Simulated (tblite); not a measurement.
Problem. Give a GFN2-xTB geometry of `C/C=C(\C[O])[S@](C)=O` [radical]. (Doublet state.)

Solution. 
```xyz
17
C5H9O2S angstrom
C     -2.3036   -1.2040   -0.0122
C     -0.9587   -0.9907   -0.6185
C     -0.1550    0.0419   -0.4418
C     -0.3259    1.2890    0.4074
O      0.3508    1.2291    1.5552
S      1.5021    0.0005   -1.2398
C      2.4419    0.0948    0.3181
O      1.6896    1.2704   -1.9337
H     -2.3226   -2.1638    0.5017
H     -3.0591   -1.2347   -0.7970
H     -2.5560   -0.4219    0.6979
H     -0.6299   -1.7873   -1.2762
H     -1.4100    1.3510    0.6291
H     -0.0665    2.1721   -0.2103
H      3.3674    0.6359    0.1530
H      1.8005    0.6418    1.0568
H      2.6280   -0.9119    0.6753
```

Any rigid rotation of these coordinates is as good. Atoms count from 1 in this order. C3 (carbon bonded to 2 C and S) is planar (angles 130.4°, 118.2° and 111.3°, sum 359.9°, 0.03 Å off the plane of its three neighbours). Of the pairs four or more bonds apart, O5···H16 is among the closest relative to their van der Waals radii: 1.64 Å, 60 % of the sum of Bondi's values. C2 (carbon bonded to 2 C and H) is planar (angles 127.3°, 118.1° and 114.5°, sum 360.0°, 0.00 Å off the plane of its three neighbours). S6 (sulfur bonded to 2 C and O) is pyramidal (angles 107.6°, 107.2° and 95.3°, sum 310.1°, 0.70 Å off the plane of its three neighbours).

Bonds between heavy atoms (Å): C1–C2 1.491, C2=C3 1.320, C3–C4 1.518, C4–O5 1.334, C3–S6 1.840, S6–C7 1.822, S6=O8 1.459.

Structure optimised with GFN2-xTB, isolated species. This method treats the open shell by occupation alone, without spin polarisation.

Point group: C1 (no symmetry element, even within 0.4 Å). Its GFN2-xTB frequencies are all real (lowest 56 cm⁻¹). Torsions: C2–C3–C4–O5 101°, C2–C3–S6–C7 -119°. 3 starts were optimised and ended at 0.00, 0.11 and 0.12 kcal/mol (GFN2-xTB); the lowest of these is shown.

One conformer stands for the species.

These are computed values.
